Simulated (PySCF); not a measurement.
Run record: excited-state job, `FC(F)OC[O][GeH3]`.

Method: TDDFT wB97X-D/def2-SVPD, vertical, gas phase, core orbitals frozen in the response (PySCF 2.14.0, density-fitted response routines). Geometry: GFN2-xTB. The command runs a driver script over a list of jobs; the input below is this job's line of settings and its coordinates in Å.

Command:
```bash
OMP_NUM_THREADS=1 python probes_run.py task.json out
```

Input:
```
{"job": {"kind": "uv", "xc": "wB97X-D", "basis": "def2-SVPD", "nstates": 8, "ntriplets": 3}, "charge": 0, "multiplicity": 1}
F      2.768203    -0.396252    -1.078464
C      1.624394     0.112351    -0.604115
F      0.868197     0.391168    -1.711207
O      1.023038    -0.797589     0.183312
C      0.162511    -0.236058     1.163955
O     -0.804322     0.557646     0.618209
Ge    -1.807730     0.069041    -0.794864
H      1.835463     1.077311    -0.108713
H     -0.235550    -1.109687     1.691261
H      0.753592     0.380998     1.860264
H     -3.173626    -0.142925    -0.206919
H     -1.740971     1.280146    -1.657043
H     -1.277587    -1.185664    -1.402137
```

Output:
```
coarse grid: 53568 points
cycle   1  E = -2506.1024721645  dE =  5.261e-01  |g| = 1.143e+00  |ddm| = 4.429e+00
cycle   2  E = -2506.0610355424  dE =  4.144e-02  |g| = 1.308e+00  |ddm| = 2.505e+00
cycle   3  E = -2506.3347021379  dE = -2.737e-01  |g| = 8.483e-02  |ddm| = 1.341e+00
cycle   4  E = -2506.3357089763  dE = -1.007e-03  |g| = 4.848e-02  |ddm| = 1.471e-01
cycle   5  E = -2506.3361241012  dE = -4.151e-04  |g| = 1.094e-02  |ddm| = 5.534e-02
cycle   6  E = -2506.3361471740  dE = -2.307e-05  |g| = 2.857e-03  |ddm| = 1.799e-02
cycle   7  E = -2506.3361487111  dE = -1.537e-06  |g| = 6.966e-04  |ddm| = 4.932e-03
final grid: 113312 points
cycle   8  E = -2506.3355851227  dE = -1.373e-06  |g| = 1.185e-03  |ddm| = 9.261e-03
cycle   9  E = -2506.3355851381  dE = -1.537e-08  |g| = 1.199e-03  |ddm| = 2.354e-03
cycle  10  E = -2506.3355852889  dE = -1.508e-07  |g| = 1.028e-04  |ddm| = 1.031e-03
cycle  11  E = -2506.3355852907  dE = -1.798e-09  |g| = 6.472e-05  |ddm| = 1.789e-04
cycle  12  E = -2506.3355852915  dE = -8.390e-10  |g| = 9.020e-06  |ddm| = 1.016e-04
converged SCF energy = -2506.3355852915

Static polarisability (au): isotropic 63.212, principal 56.709 62.847 70.081

Singlet excitations
state   eV       nm        f      main configurations
  1   7.2985    169.9   0.01041   H->L 0.64, H->L+1 0.26
  2   8.0416    154.2   0.03802   H->L+1 0.42, H-1->L 0.35
  3   8.1088    152.9   0.05511   H-1->L 0.26, H->L+1 0.25, H->L 0.17
  4   8.6430    143.5   0.02959   H->L+2 0.50, H-1->L+1 0.14, H->L+3 0.14
  5   8.8134    140.7   0.01863   H-1->L+1 0.40, H->L+3 0.14, H-1->L 0.11
  6   8.9578    138.4   0.04169   H->L+2 0.27, H->L+3 0.21, H->L+4 0.18
  7   9.0721    136.7   0.02358   H-2->L 0.32, H-4->L 0.22, H->L+4 0.11
  8   9.1510    135.5   0.03323   H->L+5 0.35, H-3->L 0.23, H->L+6 0.13

Triplet excitations (Tamm-Dancoff, eV): 6.9661 7.6838 7.8947
```

The SCF starts on a coarse grid where the log names one; the energy can jump when the final grid takes over, and dE then counts from the start density on the new grid. H and L stand for HOMO and LUMO; the number after each pair is its weight.

**Question.** Which computed singlet has the largest oscillator strength, and what do all of them sum to?

**Answer.** State 3 at 8.11 eV (153 nm), f = 0.055; the 8 states sum to 0.250.

**Question.** Give the mean polarisability as a volume in Å³, and the ratio of the largest to the smallest principal value.

**Answer.** 63.212 au × 0.148185 = 9.37 Å³; 70.081/56.709 = 1.24.

In short: HOMO -10.24 eV, LUMO 1.71 eV; lowest singlet 7.30 eV; lowest triplet 6.97 eV (Tamm–Dancoff); mean polarisability 63.2 au.

 Relativistic effects, spin–orbit coupling among them, are left out although an element past zinc is present.

**Question.** How long does this job take on one thread of an Arm Neoverse V1, no GPU (shared host)? And the peak memory of the process?

**Answer.** About 66 s (density and orbital grids were written too), with 0.94 GiB resident at the peak, the Python interpreter and its libraries included.

One conformer stands for the species.
Labels such as C1 count atoms from 1, the log's own numbers from 0.

The pairwise dispersion term of wB97X-D wasn't added to the energies; at a given geometry it leaves orbitals and properties as they are.
